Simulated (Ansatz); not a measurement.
Cost and result for the atomization energy of `CB(C)CCl` (13 atoms, 12 bonds).

```tsv
atom	x (Å)	y (Å)	z (Å)
C1	-0.7943	-1.1126	0.7904
B2	0.0123	-0.0421	-0.0150
C3	0.0371	-0.0055	-1.5782
C4	0.8841	1.0090	0.7816
Cl5	-0.4048	2.2678	0.9212
H6	-0.1369	-1.9894	0.8927
H7	-1.6969	-1.4633	0.2859
H8	-1.0472	-0.8002	1.8063
H9	0.8534	-0.6724	-1.8952
H10	0.2713	0.9791	-1.9897
H11	-0.8717	-0.3860	-2.0487
H12	1.7165	1.4697	0.2518
H13	1.1770	0.7459	1.7969
```

The species carries charge 0 and has multiplicity 1. The geometry is a stationary point of PBE0-D4/def2-TZVP. It is one conformer, not always the lowest. Program: Ansatz. All runs use 4 threads of an Intel Xeon Platinum 8488C on a shared host. Times are those of one run each, without the atoms' runs, and a repeat can differ threefold. Electronic energies, without spin–orbit coupling; frozen cores. CCSD(T)/CBS adds CCSD(T) − MP2 in def2-TZVPP to the MP2 limit, and its time is that of the two runs behind it. T1 = 0.010. B3LYP takes the VWN-RPA correlation (the form of Gaussian; ORCA's B3LYP/G).

CCSD(T)/CBS is a level of theory with its own doubt, some kJ/mol a heavy atom from the limit and from the frozen cores, so smaller differences don't rank the functionals.

| level | functions | wall time | atomization (kcal/mol) | difference from CCSD(T)/CBS | per bond |
| --- | --- | --- | --- | --- | --- |
| PBE-D4/def2-TZVPP (with forces) | 278 | 2.4 s | 1202.4 | 24.9 | 2.1 |
| PBE0-D4/def2-TZVPP | 278 | 2.9 s | 1190.5 | 13.0 | 1.1 |
| r2SCAN-D4/def2-TZVPP (with forces) | 278 | 3.7 s | 1187.5 | 10.0 | 0.8 |
| B3LYP-D4/def2-TZVPP (with forces) | 278 | 4.5 s | 1182.0 | 4.5 | 0.4 |
| B2PLYP/def2-TZVPP | 278 | 6 s | 1169.5 | -8.0 | -0.7 |
| ωB97X-V/def2-TZVPP | 278 | 6.5 s | 1181.8 | 4.3 | 0.4 |
| ωB97M-V/def2-TZVPP (with forces) | 278 | 8.5 s | 1185.6 | 8.1 | 0.7 |
| MP2/def2-QZVPP | 538 | 26 s | 1181.4 | 3.9 | 0.3 |
| CCSD(T)/def2-TZVPP | 278 | 2.2 min | 1153.1 | -24.4 | -2.0 |
| CCSD(T)/CBS(def2) | – | 2.6 min | 1177.5 | 0.0 | 0.0 |

In def2-TZVPP, CCSD(T) changes the Hartree–Fock value by +248.8 kcal/mol (the triples alone add +14.0 kcal/mol) and MP2 by +262.8 kcal/mol; breaking electron pairs costs correlation energy, which Hartree–Fock lacks. The D4 term adds +9.8 kcal/mol with B3LYP and +5.2 kcal/mol with PBE0; it sums over pairs of atoms, weighted by their polarisabilities, and B3LYP, whose exchange is more repulsive, gets the larger term. From PBE to PBE0 (25 % exact exchange), in def2-TZVPP and without D4, the atomization energy moves by −10.9 kcal/mol: exact exchange takes away binding that semilocal exchange gives to molecules.
